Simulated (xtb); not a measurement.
hydrogen peroxide (H2O2), singlet, at a GFN2-xTB geometry; GFN1-xTB in xtb 6.7.1.

Input for xtb:
```
$ xtb mol.xyz --gfn 1 --ohess --json

# file mol.xyz
4

O     -0.02311961     0.70996455    -0.01256427
O      0.02311961    -0.70996455     0.01256427
H      0.91389752     0.94248526    -0.03262698
H     -0.91389752    -0.94248526     0.03262698
```

What the program printed (banner, timings and long lists left out):

```
   ID    Z sym.   atoms
    1    8 O      1, 2
    2    1 H      3, 4

           -------------------------------------------------
          |                Calculation Setup                |
           -------------------------------------------------

           -------------------------------------------------
          |                 G F N 1 - x T B                 |
           -------------------------------------------------

          ...................................................
          :                      SETUP                      :
          :.................................................:
          :  # basis functions                  12          :
          :  # atomic orbitals                  12          :
          :  # shells                            8          :
          :  # electrons                        14          :
          :  # halogen bonds                     0          :
          :  max. iterations                   250          :
          :  Hamiltonian                  GFN1-xTB          :
          :  restarted?                      false          :
          :  GBSA solvation                  false          :
          :  PC potential                    false          :
          :  electronic temp.          300.0000000     K    :
          :  accuracy                    1.0000000          :
          :  -> integral cutoff          0.2500000E+02      :
          :  -> integral neglect         0.1000000E-07      :
          :  -> SCF convergence          0.1000000E-05 Eh   :
          :  -> wf. convergence          0.2000000E-04 e    :
          :  Broyden damping             0.4000000          :
          :  net charge                          0          :
          :  unpaired electrons                  0          :
          ...................................................

 iter      E             dE          RMSdq      gap      omega  full diag
   1    -10.3917184 -0.103917E+02  0.441E+00    8.64       0.0  T
   2    -10.3930693 -0.135093E-02  0.255E+00    8.50       1.0  T
   3    -10.3932810 -0.211671E-03  0.201E-01    8.34       1.0  T
   4    -10.3933265 -0.455325E-04  0.363E-03    8.39      13.8  T
   5    -10.3933265 -0.157027E-07  0.284E-06    8.39   17616.9  T
   6    -10.3933265  0.177636E-14  0.103E-07    8.39  100000.0  T

   *** convergence criteria satisfied after 6 iterations ***

         :::::::::::::::::::::::::::::::::::::::::::::::::::::
         ::                     SUMMARY                     ::
         :::::::::::::::::::::::::::::::::::::::::::::::::::::
         :: total energy             -10.356828208612 Eh    ::
         :: gradient norm              0.013326587612 Eh/a0 ::
         :: HOMO-LUMO gap              8.387107385488 eV    ::
         ::.................................................::
         :: SCC energy               -10.393326522369 Eh    ::
         :: -> electrostatic           0.044338144782 Eh    ::
         :: repulsion energy           0.036816180564 Eh    ::
         :: dispersion energy         -0.000317866808 Eh    ::
         :: halogen bond corr.         0.000000000000 Eh    ::
         :: add. restraining           0.000000000000 Eh    ::
         :: total charge               0.000000000000 e     ::
         :::::::::::::::::::::::::::::::::::::::::::::::::::::

      -----------------------------------------------------------
     |                   =====================                   |
     |                        A N C O P T                        |
     |                   =====================                   |
     |               Approximate Normal Coordinate               |
     |                Rational Function Optimizer                |
      -----------------------------------------------------------
      -----------------------------------------------------------
     |                   =====================                   |
[...]
 * total energy  :   -10.3568282 Eh     change       -0.5329071E-14 Eh
 * total energy  :   -10.3569204 Eh     change       -0.9222354E-04 Eh
 * total energy  :   -10.3569289 Eh     change       -0.8517399E-05 Eh
 * total energy  :   -10.3569290 Eh     change       -0.7955595E-07 Eh
   *** GEOMETRY OPTIMIZATION CONVERGED AFTER 4 ITERATIONS ***
         :: total energy             -10.356929029106 Eh    ::
[...]
eigval :      208.16  1183.02  1192.11  1388.32  3588.69  3599.52
 reduced masses (amu)
   1:  1.82   2: 15.15   3: 14.30   4: 15.22   5: 14.77   6: 14.43   7:  1.90   8:  1.90
   9: 15.43  10:  3.37  11:  1.90  12:  1.86
 IR intensities (km·mol⁻¹)
   1:  0.00   2:  0.00   3:  0.00   4:  0.00   5:  0.00   6:  0.00   7:564.93   8:348.18
   9:  0.00  10:  0.00  11:132.74  12:  0.00
 Raman intensities (Ä⁴*amu⁻¹)
   1:  0.00   2:  0.00   3:  0.00   4:  0.00   5:  0.00   6:  0.00   7:  0.00   8:  0.00
   9:  0.00  10:  0.00  11:  0.00  12:  0.00
 output can be read by thermo (or use thermo option).
 writing <g98.out> molden fake output.
 recommended (thermochemical) frequency scaling factor: 1.0
           -------------------------------------------------
          |             Thermodynamic Functions             |
           -------------------------------------------------

c2h symmetry found (for desy threshold:  0.10E+00) used in thermo

          ...................................................
          :                      SETUP                      :
          :.................................................:
          :  # frequencies                           6      :
          :  # imaginary freq.                       0      :
          :  linear?                             false      :
          :  only rotor calc.                    false      :
          :  symmetry                              c2h      :
          :  rotational number                       2      :
          :  scaling factor                  1.0000000      :
          :  rotor cutoff                   50.0000000 cm⁻¹ :
          :  imag. cutoff                  -20.0000000 cm⁻¹ :
          :.................................................:

    mode    ω/cm⁻¹     T·S(HO)/kcal·mol⁻¹    T·S(FR)/kcal·mol⁻¹   T·S(vib)
   ------------------------------------------------------------------------
       1    208.16    -0.61413 ( 99.67%)    -0.63221 (  0.33%)    -0.61419
   ------------------------------------------------------------------------

   temp. (K)  partition function   enthalpy   heat capacity  entropy
                                   cal/mol     cal/K/mol   cal/K/mol   J/K/mol
 298.15  VIB   1.59                  370.925      2.362      2.166
         ROT   922.                  888.752      2.981     16.548
         INT  0.147E+04             1259.677      5.343     18.714
         TR   0.192E+27             1481.254      4.968     36.487
         TOT                        2740.9309    10.3110    55.2010   230.9610

       T/K    H(0)-H(T)+PV         H(T)/Eh          T*S/Eh         G(T)/Eh
   ------------------------------------------------------------------------
    298.15    0.436795E-02    0.297919E-01    0.262278E-01    0.356407E-02
   ------------------------------------------------------------------------

         :::::::::::::::::::::::::::::::::::::::::::::::::::::
         ::                  THERMODYNAMIC                  ::
         :::::::::::::::::::::::::::::::::::::::::::::::::::::
         :: total free energy         -10.353364961473 Eh   ::
         ::.................................................::
         :: total energy              -10.356929029106 Eh   ::
         :: zero point energy           0.025423899095 Eh   ::
         :: G(RRHO) w/o ZPVE           -0.021859831462 Eh   ::
         :: G(RRHO) contrib.            0.003564067633 Eh   ::
         :::::::::::::::::::::::::::::::::::::::::::::::::::::

optimized geometry written to: xtbopt.xyz

           -------------------------------------------------
          | TOTAL ENERGY              -10.356929029106 Eh   |
          | TOTAL ENTHALPY            -10.327137178623 Eh   |
          | TOTAL FREE ENERGY         -10.353364961473 Eh   |
          | GRADIENT NORM               0.000059238795 Eh/α |
          | HOMO-LUMO GAP               8.369380862264 eV   |
           -------------------------------------------------

normal termination of xtb
```
